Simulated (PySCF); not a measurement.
Electron correlation in S (sulfur, neutral)

[Ne] 3s1 3p4 3d1, one real determinant (an excited configuration). Calculation: PySCF 2.14, in aug-cc-pV(Q+d)Z (7s6p5d3f2g, 89 functions); the non-relativistic Hamiltonian (point nucleus). Frozen: [Ne]; 6 electrons correlated.

| level | correlation energy (mhartree) |
| --- | --- |
| CCSD | -145.41 |
| (T) | -12.73 |
| CCSD(T) | -158.14 |

Diagnostics: T1 = 0.019, D1 = 0.0568, largest double amplitude 0.153.

Problem. Is a single reference adequate?

Solution. Not fully. The real determinant used has ⟨L²⟩ near 8 against 12 for a pure F term, so it mixes terms. The outer electron is Rydberg-like, and this basis confines it to a smaller radius and binds it less than a complete one would. A double-excitation amplitude exceeds 0.15, a sign of near-degeneracy.

The reference is one real determinant that mixes LS terms of this configuration.
